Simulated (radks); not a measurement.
The gadolinium ion Gd0.625+, 63.375 electrons, occupied as [Ar] 3d10 4s(up 1, down 0.375) 4p6 4d10 4f7 5s2 5p6 5d1 6s2 (fractional occupations, a model configuration).

All-electron calculation, scalar-relativistic Kohn-Sham, LDA (Slater exchange, Perdew-Wang correlation), spin-polarised, spherical densities, finite nucleus; open shells are filled with parallel spins first (spin-orbit coupling, left out, can overturn this in heavy ions); Fermi nuclear charge, rms radius 5.1569 fm. Program: a radial shooting solver on a logarithmic mesh with Libxc functionals.

Energy parts (eV):
| part | energy |
|---|---|
| total | -306252.34 |
| kinetic | 328705.53 |
| electron-nucleus | -746561.34 |
| Hartree | 118154.54 |
| exchange-correlation | -6551.07 |

Orbitals (lengths in bohr, moments of r in powers of bohr; <r^-3> diverges for s and p1/2; r(90%) holds 90 % of the orbital's charge):
orbital   occ.  eigenvalue (eV)  r(90%)  <r^-3>   <1/r>
1s up        1        -50064.21  0.0397       -   71.58
1s down      1        -50063.75  0.0397       -   71.58
2s up        1        -8279.518   0.144       -   16.61
2s down      1        -8279.068   0.144       -   16.61
2p up        3        -7373.917   0.134   11420   15.51
2p down      3        -7373.513   0.134   11420   15.51
3s up        1        -1846.116   0.359       -   6.090
3s down      1        -1842.799   0.358       -   6.096
3p up        3        -1565.426   0.364    2392   5.728
3p down      3        -1562.126   0.364    2398   5.735
3d up        5        -1193.509   0.345   322.9   5.438
3d down      5        -1190.850   0.344   323.9   5.444
4s up        1        -383.0516   0.793       -   2.578
4s down  0.375        -375.6836   0.793       -   2.576
4p up        3        -290.1698   0.848   541.1   2.373
4p down      3        -282.9480   0.850   539.0   2.369
4d up        5        -161.5146   0.948   61.44   2.097
4d down      5        -154.5421   0.953   60.96   2.090
4f up        7         -21.4603    1.35   8.777   1.589
4f down      0         -15.3123    1.44   8.369   1.546
5s up        1         -58.8683    1.88       -   1.020
5s down      1         -55.5006    1.91       -   1.003
5p up        3         -35.4584    2.21   79.99  0.8675
5p down      3         -32.7937    2.26   75.32  0.8472
5d up        1          -8.4770    3.69   4.162  0.5535
5d down      0          -7.1666    3.99   3.542  0.5194
6s up        1          -8.5087    5.11       -  0.3585
6s down      1          -7.9014    5.31       -  0.3448

The highest occupied level is 6s down at -7.901 eV. The configuration is held as typed, so some empty levels lie below it. The density falls to 0.001 e/bohr^3 at r = 4.94 bohr. Summed over all electrons, <r^2> = 69.85 bohr^2, which gives a Langevin (diamagnetic) susceptibility term of -55.3 x 10^-6 cm^3/mol. The spin density at the nucleus is 1139 e/bohr^3 (1s 4, 2s -1, 3s -16, 4s 1135, 5s 14, 6s 4). Spin moment in Bohr magnetons: 8.625.
